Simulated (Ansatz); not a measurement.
Basis sets compared for the cluster KNa4⁺ (the lowest singlet isomer of a short search). The state is a singlet with charge 1. Geometry PBE/def2-SVP. Ansatz on 4 threads of Arm Neoverse V2 on a shared host; times are rough, and most runs start from earlier orbitals.

```xyz
5

Na    3.338    0.507   -1.415
Na   -3.325   -0.014   -1.161
Na    2.662    2.159    1.325
Na   -0.034    0.137   -0.075
K    -2.641   -2.790    1.327
```

The restricted singlet is unstable towards broken spin symmetry in Hartree–Fock (as tested in another run); at PBE/def2-SVP, PBE/def2-TZVP, PBE0/def2-SVP, PBE0/def2-TZVP this wasn't settled. The structure comes from a short search, and lower isomers may exist.

```csv
level,functions,energy (Eh),HOMO (eV),LUMO (eV),wall time
PBE/def2-SVP,84,-1247.9696,-5.87,-4.59,1.1 s
PBE0/def2-SVP,84,-1248.0765,-6.25,-4.08,1.8 s
```

(1) Estimate the rows for PBE/def2-TZVP (with forces), PBE0/def2-TZVP.

Answers

(1) 
| level | functions | energy (Eh) | HOMO (eV) | LUMO (eV) | wall time |
| --- | --- | --- | --- | --- | --- |
| PBE/def2-TZVP (with forces) | 161 | -1248.2873 | -5.90 | -4.65 | 2.2 s |
| PBE0/def2-TZVP | 161 | -1248.3905 | -6.29 | -4.12 | 2.2 s |
